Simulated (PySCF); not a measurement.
Vertical excitations of a molecule C₃HBrClF from TDA-PBE0/def2-SVPD in PySCF, as energy in eV (oscillator strength): 4.80 (0.000), 5.12 (0.000), 5.68 (0.000), 5.72 (0.000), 6.14 (0.092), 6.21 (0.002), 6.32 (0.001), 6.52 (0.000), 6.78 (0.023), 6.93 (0.179). Lowest triplet (TDA): 3.81 eV. Geometry: ωB97X-D3(BJ)/def2-SVP. Other conformers were not sampled.

Which structure fits?
(A) FC=C=C(Cl)Br
(B) FC(Cl)=C=CBr
(C) FC(Br)=C=CCl

A, FC=C=C(Cl)Br
